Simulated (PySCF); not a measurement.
Simulated outer-valence photoelectron spectrum of `[SiH3]PBP`. Theory: EOM-IP-CCSD/aug-cc-pVDZ in PySCF, restricted Hartree–Fock reference, frozen core, non-relativistic, gas phase, PBE0-D3(BJ)/def2-SVP geometry.

Each root has a Gaussian of 0.3 eV full width with its one-hole share as area; cross sections and vibrations are left out, and the highest printed point is 100.

(ionisation energy (eV), intensity): (8.8, 1), (8.9, 11), (9.0, 41), (9.1, 85), (9.2, 99), (9.3, 79), (9.4, 81), (9.5, 100), (9.6, 82), (9.7, 38), (9.8, 9), (9.9, 1), (10.0, 0), (10.1, 0), (10.2, 0), (10.3, 0), (10.4, 0), (10.5, 0), (10.6, 0), (10.7, 0), (10.8, 1), (10.9, 9), (11.0, 38), (11.1, 82), (11.2, 96), (11.3, 63), (11.4, 36), (11.5, 54), (11.6, 91), (11.7, 90), (11.8, 48), (11.9, 16), (12.0, 18), (12.1, 51), (12.2, 93), (12.3, 96), (12.4, 78), (12.5, 88), (12.6, 99), (12.7, 68), (12.8, 28), (12.9, 20), (13.0, 51), (13.1, 91), (13.2, 88), (13.3, 46), (13.4, 16), (13.5, 19), (13.6, 54), (13.7, 92), (13.8, 86), (13.9, 43), (14.0, 12), (14.1, 2)

Task: Where are the maxima, and how many lines lie under the curve?

Result: 8 maxima, at 9.2, 9.5, 11.2, 11.6, 12.3, 12.6, 13.1 and 13.7 eV, from 8 lines.

Task: List the lines with their holes.

Result: 
```json
{"E (eV)": "9.17", "leading hole (HF orbital)": "HOMO", "area": "0.95", "Koopmans (eV)": "9.61"}
{"E (eV)": "9.52", "leading hole (HF orbital)": "HOMO-1", "area": "0.95", "Koopmans (eV)": "9.99"}
{"E (eV)": "11.18", "leading hole (HF orbital)": "HOMO-2", "area": "0.94", "Koopmans (eV)": "11.86"}
{"E (eV)": "11.65", "leading hole (HF orbital)": "HOMO-3", "area": "0.94", "Koopmans (eV)": "12.67"}
{"E (eV)": "12.24", "leading hole (HF orbital)": "HOMO-4", "area": "0.94", "Koopmans (eV)": "13.12"}
{"E (eV)": "12.59", "leading hole (HF orbital)": "HOMO-5", "area": "0.93", "Koopmans (eV)": "13.46"}
{"E (eV)": "13.14", "leading hole (HF orbital)": "HOMO-6", "area": "0.93", "Koopmans (eV)": "14.14"}
{"E (eV)": "13.74", "leading hole (HF orbital)": "HOMO-7", "area": "0.93", "Koopmans (eV)": "14.69"}
```

The widest gap, 1.66 eV, lies between 9.52 and 11.18 eV. Only orbitals with −ε under 21 eV, eight at most, were ionised, so the high end of the curve may lack lines.

Conformer computed: `[SiH3:1][PH:2][BH:3][PH2:4]`: Si1–P2–B3–P4 -123°, H–P4–B3–P2 -34°, H–P4–B3–P2 -137°.

One conformer stands for the species.
